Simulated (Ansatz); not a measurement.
Reaction (formal exchange of groups at the Sn–S bond): `F[CH2][SnH2][SH]` + CH₄ → `[CH3][SnH2][CH2]F` + H₂S

Gas-phase electronic energies from Ansatz, PBE0-D4/def2-TZVP geometries. CCSD(T)/CBS adds triple-zeta CCSD(T) − MP2 to the extrapolated MP2 energy (def2 sets, frozen cores). This one scheme is used for every species. Functionals use def2-TZVPP. Elements past krypton have def2 core potentials. For Sn outer-core shells are correlated without core-valence functions, which leaves a few kJ/mol of doubt a bond. Each species was taken in one conformer, which may not be the lowest.

Q: Is it downhill or uphill in electronic energy at CCSD(T)/CBS, and by how much? (Estimate.)

A: Computed: Uphill: ΔE = +19.9 kcal/mol.

Q: What do these levels give: LDA (SPW92), BLYP-D4, r2SCANh-D4, BHLYP, HF/def2-TZVPP, HF/def2-QZVPP? (Estimate.)

A: Ansatz gave: LDA (SPW92) 19.9, BLYP-D4 21.2, r2SCANh-D4 21.6, BHLYP 21.2, HF/def2-TZVPP 21.7, HF/def2-QZVPP 21.7 kcal/mol.

Largest T1 diagnostic among the species: 0.012.

In def2-TZVPP, CCSD(T) changes the Hartree–Fock value by −2.8 kcal/mol (the triples alone add +0.1 kcal/mol) and MP2 by −2.0 kcal/mol. Leaving LDA and LC-ωPBE aside and taking each functional with its dispersion term where it has one, the values, not all of them listed here, spread over 1.9 kcal/mol, from ωB97M-V to B97M-V. LDA lies −1.0 kcal/mol from PBE without D4.
